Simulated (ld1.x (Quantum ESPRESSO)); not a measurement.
Before and after: TM potential for gallium

ld1.x (Quantum ESPRESSO) 7.5 input, shortened:

```
&input
   title='Ga', zed=31., rel=1, dft='PBE', iswitch=3,
   config='[Ar] 3d10 4s1 4p0'
 /
 &inputp
   pseudotype=2, tm=.true., lloc=1,
   nlcc=.true., rcore=1.45
 /
3
4S  1  0   1.00   0.00  1.50  1.50  0.0
3D  3  2  10.00   0.00  1.40  1.40  0.0
4P  2  1   0.00   0.00  2.05  2.05  0.0
 &test
   configts(1)='3d10 4s1 4p0'
 /
```

All-electron outer shells of the reference configuration (PBE, scalar-relativistic, ld1.x):

| shell | level (eV) | outermost node (bohr) | outermost maximum (bohr) |
| --- | --- | --- | --- |
| 3p | -119.20 | 0.24 | 0.56 |
| 3d | -39.36 | – | 0.53 |
| 4s | -26.07 | 0.80 | 1.78 |
| 4p | -17.74 | 0.86 | 2.12 |

Change: wave 4s (bound): rc 1.50 bohr becomes 4s (bound): rc 1.26 bohr.

Cutoffs: the cutoffs (Ry, on a coarse ladder) from which the occupation-weighted sum of valence levels, in a spherical-Bessel basis at the reference potential, stays within 10 and 1 mRy of its value at 400 Ry; they do not see the model core or the augmentation charge, which bear on the density cutoff. Errors are all-electron minus pseudo energies relative to the spin-unpolarised reference configuration.

Q: Predict the effect on cutoff, ghosts and configuration errors.

A: The potential gets neither clearly harder nor softer (160 Ry and 260 Ry → 160 Ry and 260 Ry); both files keep a bound ghost (s); of the 7 tests that both files solve, the error grows in 3 and shrinks in 4 by more than 15 % and 0.3 meV (median size 10.6 → 5.9 meV); the range in which the s phases agree widens (upper end 1.8 → 3.4).

| quantity | base | changed |
| --- | --- | --- |
| cutoff, loose | 160 Ry | 160 Ry |
| cutoff, tight | 260 Ry | 260 Ry |
| loose cutoff by channel (10 mRy a level) | s 25 Ry, d 140 Ry | s 45 Ry, d 140 Ry |
| bound ghosts | s | s |
| error for 3d10 4s2 4p1, meV [ΔE -26.82 eV] | -17 | -12 |
| error for 3d10 4s2 4p0, meV [ΔE -21.13 eV] | -11 | -5.9 |
| error for 3d10 4s0 4p0, meV [ΔE 31.27 eV] | -5.0 | -0.2 |
| error for 3d10 4s1 4p1, meV [ΔE -13.76 eV] | -1.7 | -2.2 |
| error for 3d10 4s1 4p2, meV [ΔE -20.28 eV] | -3.3 | -4.6 |
| error for 3d9 4s2 4p1, meV [ΔE 0.88 eV] | -591 | -437 |
| error for 3d9 4s0 4p0, meV [ΔE 95.15 eV] | -561 | -652 |
| s: phases at 2.25 bohr within 0.05 rad from the reference energy up to (Ry; the scan ends near 5) | 1.8 | 3.4 |
| p: phases at 2.25 bohr within 0.05 rad from the reference energy up to (Ry; the scan ends near 5) | 3.3 | 3.3 |
| d: phases at 2.25 bohr within 0.05 rad from the reference energy up to (Ry; the scan ends near 5) | -1.2 | -1.2 |

 A true bound ghost makes a file unfit for plane-wave use even where its test errors are small: the radial tests pick states by their node count and pass the ghost by.
